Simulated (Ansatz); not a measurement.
`C=C[SiH]O`• → 2 C• + 5 H• + O• + Si•  (atomization)

Isolated molecules relaxed with PBE0-D4/def2-TZVP in Ansatz; ΔE leaves out vibrations. CCSD(T)/CBS adds triple-zeta CCSD(T) − MP2 to the extrapolated MP2 energy (def2 sets, frozen cores). This one scheme is used for every species, atoms too. DFT in def2-TZVPP. No spin–orbit coupling; open shells (•) take unrestricted orbitals. Spin–orbit coupling would lower the free atoms: a little for C, O, Si. Each species was taken in one conformer, which may not be the lowest.

`C=C[SiH]O`•:

Z-matrix (Å, degrees):
```
C
C 1 1.336
H 1 1.086 2 122.2
H 1 1.086 2 121.8 3 178.9
Si 2 1.845 1 124.3 3 176.6
H 2 1.090 1 118.3 3 1.1
O 5 1.652 2 113.2 1 8.9
H 5 1.487 2 112.2 1 129.2
H 7 0.958 5 117.3 2 -65.1
```

Question: What is ΔE at CCSD(T)/CBS? (An estimate is asked.)

Answer: The calculation gave: +816.1 kcal/mol.

Question: What do these levels give: r2SCAN0-D4, PBE, r2SCAN0, MP2/def2-TZVPP, HF/def2-QZVPP, MP2/def2-QZVPP? (Estimate.)

Answer: The calculation gave: r2SCAN0-D4 807.6, PBE 829.3, r2SCAN0 806.5, MP2/def2-TZVPP 804.7, HF/def2-QZVPP 601.7, MP2/def2-QZVPP 817.7 kcal/mol.

Question: What do rigid-rotor, harmonic-oscillator terms from PBE0-D4/def2-TZVP frequencies (298.15 K, 1 bar) make of the CCSD(T)/CBS value? (An estimate is asked.)

Answer: Ansatz gave: ΔZPE = -40.2 kcal/mol, ΔH = +784.9 kcal/mol, ΔS = 902 J/(mol·K), ΔG = +720.7 kcal/mol. Open shells count their whole term as degenerate.

Largest T1 diagnostic among the species: 0.027.

Leaving LDA and LC-ωPBE aside and taking each functional with its dispersion term where it has one, the values, not all of them listed here, spread over 40.8 kcal/mol, from BHLYP-D4 to PBE-D4. LDA lies +103.1 kcal/mol from PBE without D4, its usual overbinding. In def2-TZVPP, CCSD(T) changes the Hartree–Fock value by +194.2 kcal/mol (the triples alone add +12.2 kcal/mol) and MP2 by +204.6 kcal/mol; breaking electron pairs costs correlation energy, which Hartree–Fock lacks. From BLYP to BHLYP (50 % exact exchange), in def2-TZVPP and without D4, ΔE moves by −21.3 kcal/mol: exact exchange takes away binding that semilocal exchange gives to molecules.

For atomizations the MP2-based limit and the directly extrapolated one differ by several kJ/mol either way, and by 10 to 25 for some Ge, Se and Sn compounds, so smaller differences from it don't rank the levels.
